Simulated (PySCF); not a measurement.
`N[SiH](N)[C@H](F)CCF`: 4 charge schemes on one density

Species: C3H10F2N2Si.
Z-matrix (Å and degrees, GFN2-xTB geometry), rows numbered from 1:
```
N 
Si  1  1.7231
N   2  1.7209  1  112.82
C   2  1.9360  1  115.79  3  -116.20
F   4  1.4016  2  108.71  1    47.14
C   4  1.5224  2  116.69  1   -74.88
C   6  1.5212  4  113.24  2    58.44
F   7  1.3779  6  111.12  4   -80.20
H   1  1.0073  2  118.23  3  -165.38
H   1  1.0089  2  119.16  3    56.48
H   2  1.4573  1  107.68  3   121.22
H   3  1.0060  2  118.18  1    50.19
H   3  1.0070  2  119.25  1   -87.94
H   4  1.0954  2  110.09  1   161.14
H   6  1.0934  4  109.40  2   178.60
H   6  1.0901  4  108.41  2   -62.95
H   7  1.0945  6  111.37  4   161.76
H   7  1.0939  6  111.25  4    38.78
```

Density: PBE0/pcSseg-1 (PySCF); schemes: Mulliken, IAO, Hirshfeld and ESP-fitted. One conformer (not necessarily the lowest) at the GFN2-xTB geometry, without solvent, vibrations or thermal averaging.

What partial charge does each atom carry?

In e; atoms taken as equivalent share a row and are averaged (×n: the atom named and its like, n in all):

```tsv
atom	environment	Mulliken	IAO	Hirshfeld	ESP-fitted
N1	silicon-bound nitrogen	-0.634	-0.855	-0.325	-1.082
Si2	SiH silicon	+0.947	+1.123	+0.399	+1.035
N3	silicon-bound nitrogen	-0.630	-0.847	-0.323	-1.221
C4	sp3 C–F carbon	-0.124	-0.122	-0.033	-0.154
F5	alkyl fluorine	-0.358	-0.346	-0.130	-0.214
C6	chain CH2 carbon	-0.274	-0.286	-0.088	-0.237
C7	sp3 C–F carbon	+0.147	+0.037	+0.024	+0.193
F8	alkyl fluorine	-0.346	-0.331	-0.104	-0.272
H9/H10	N–H hydrogen	+0.197	+0.265	+0.110	+0.394
H11	Si–H hydrogen	-0.115	-0.159	-0.088	-0.151
H12/H13	N–H hydrogen	+0.191	+0.262	+0.115	+0.439
H14	methine hydrogen	+0.123	+0.145	+0.038	+0.139
H15	methylene hydrogen	+0.128	+0.147	+0.046	+0.111
H16	methylene hydrogen	+0.136	+0.155	+0.049	+0.094
H17	methylene hydrogen	+0.115	+0.142	+0.046	+0.052
H18	methylene hydrogen	+0.110	+0.144	+0.038	+0.041
```

Mean size of the charges over all atoms: ESP-fitted 0.370 e, IAO 0.327 e, Mulliken 0.276 e, Hirshfeld 0.121 e. Each set sums to the total charge, 0, to within 0.001 e. The ESP scheme fits charges at the nuclei, held to the total charge, to the electrostatic potential on points at 1.4 to 2.0 times the van der Waals radii.

Lowest charge. The schemes don't all agree: Mulliken N1 (-0.634); IAO N1 (-0.855); Hirshfeld N1 (-0.325); ESP-fitted N3 (-1.221).

Highest charge. All schemes agree: Mulliken Si2 (+0.947); IAO Si2 (+1.123); Hirshfeld Si2 (+0.399); ESP-fitted Si2 (+1.035).

Sum the charges by element, for elements with more than one atom.

| element | atoms | Mulliken | IAO | Hirshfeld | ESP-fitted |
| --- | --- | --- | --- | --- | --- |
| N | 2 | -1.264 | -1.702 | -0.648 | -2.303 |
| C | 3 | -0.251 | -0.371 | -0.097 | -0.198 |
| F | 2 | -0.704 | -0.678 | -0.233 | -0.486 |
| H | 10 | +1.272 | +1.628 | +0.579 | +1.952 |

How closely do the schemes follow one another over all atoms?

Correlation coefficient and root-mean-square difference: IAO with Hirshfeld 1.00, 0.276 e; Mulliken with IAO 0.99, 0.095 e; Mulliken with Hirshfeld 0.98, 0.200 e; Hirshfeld with ESP-fitted 0.98, 0.356 e; IAO with ESP-fitted 0.97, 0.143 e; Mulliken with ESP-fitted 0.94, 0.211 e.

The run behind these numbers computed NMR shieldings as well. On one thread of an Arm Neoverse N1, no GPU, shared host with 64 logical CPUs at a one-minute load of 57, this took 70 s wall (with the writing of density and orbital grids) and 0.85 GiB of memory at its peak.
